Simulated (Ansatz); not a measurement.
Basis-set extrapolation for C7H9N (`CNc1ccccc1`) (PBE0-D4/def2-TZVP geometry, frozen core, Ansatz). Multiplicity 1, RHF reference.

```csv
,def2-TZVPP,def2-QZVPP
HF,-324.880037,-324.894230
MP2 correlation,-1.332134,-1.417810
CCSD(T) correlation,-1.436960,not run
```

Energies in hartree. Use E(X) = E(∞) + A·exp(−7.88·√X) for Hartree–Fock and E(X) = E(∞) + B·X^(−2.97) for correlation, with X = 3 and 4, and add CCSD(T) minus MP2 of the smaller set to the MP2 limit.

Problem. What is the CCSD(T) energy at the basis-set limit?

Solution. HF limit: -324.894230 + (-0.014193) × 0.13774 = -324.89618. MP2 limit: -1.417810 + (-0.085676) × 0.74074 = -1.48127. Higher-order term: -1.436960 − (-1.332134) = -0.10483. Total: -326.48228 hartree, 103.7 kcal/mol below CCSD(T)/def2-TZVPP.
